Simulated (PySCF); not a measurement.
# P(2+) (phosphorus, charge +2) across methods

[Ne] 3s2 3p1, 2P determinant. Calculation: PySCF 2.14, in def2-QZVPPD; the non-relativistic Hamiltonian (point nucleus).

| method | E (hartree) | mean ε 3s α (eV) | mean ε 3s β (eV) | mean ε 3p α (eV) | Σ⟨r²⟩ (bohr²) | ⟨S²⟩ |
| --- | --- | --- | --- | --- | --- | --- |
| revPBE | -340.1017 | -34.210 | -33.037 | -24.976 | 13.92 | 0.754 |
| HSE06 | -340.0479 | -35.503 | -34.015 | -25.958 | 13.91 | 0.755 |
| BLYP | -340.1845 | -34.085 | -33.055 | -24.762 | 13.92 | 0.753 |
| CAM-B3LYP | -340.1751 | -37.459 | -35.974 | -27.733 | 13.94 | 0.754 |
| LDA | -338.8879 | -34.328 | -33.257 | -24.812 | 13.91 | 0.752 |
| UHF | -339.65058 | -40.057 | -37.072 | -29.988 | 14.09 | 0.764 |
| PBE | -340.0026 | -34.248 | -33.103 | -24.957 | 13.91 | 0.754 |
| r2SCAN | -340.1251 | -34.592 | -33.262 | -25.416 | 13.94 | 0.759 |
| PBE0 | -340.0304 | -35.912 | -34.395 | -26.373 | 13.92 | 0.755 |
